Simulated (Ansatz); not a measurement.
Calculated with Ansatz (gas phase, PBE0-D4/def2-TZVP geometries, no zero-point term in ΔE). CCSD(T)/CBS adds triple-zeta CCSD(T) − MP2 to the extrapolated MP2 energy (def2 sets, frozen cores). This one scheme is used for every species, atoms too. Open shells (•) are unrestricted, without spin–orbit coupling. Spin–orbit coupling would lower the free atoms: a little for B, C; clearly for Ga. Bonds to Ga are less sure, by a few kJ/mol each and by 10 to 20 or more in all where they break to atoms, as the def2 sets lack core-valence functions. Scalar relativity is left out up to krypton. Each species was taken in one conformer, which may not be the lowest.

`[CH3][GaH][B]1CC1` → B• + 3 C• + Ga• + 8 H•  (atomization)

```csv
species,CCSD(T)/CBS(def2) energy (Eh)
`[CH3][GaH][B]1CC1`,-2067.64842
B•,-24.60433
C•,-37.79194
Ga•,-1923.88713
H•,-0.50000
```

Problem. Work out ΔE.

Solution. ΔE = 8 × (-0.50000) + 3 × (-37.79194) + (-24.60433) + (-1923.88713) − (-2067.64842) = 1.78114 Eh = +1117.7 kcal/mol.

Largest T1 diagnostic among the species: 0.014.

From PBE to PBE0 (25 % exact exchange), in def2-TZVPP and without D4, ΔE moves by −10.2 kcal/mol: exact exchange takes away binding that semilocal exchange gives to molecules. Leaving LDA and LC-ωPBE aside and taking each functional with its dispersion term where it has one, the values, not all of them listed here, spread over 44.6 kcal/mol, from BHLYP-D4 to PBE-D4. LDA lies +138.0 kcal/mol from PBE without D4, its usual overbinding.

For atomizations the MP2-based limit and the directly extrapolated one differ by several kJ/mol either way, and by 10 to 25 for some Ge, Se and Sn compounds, so smaller differences from it don't rank the levels.
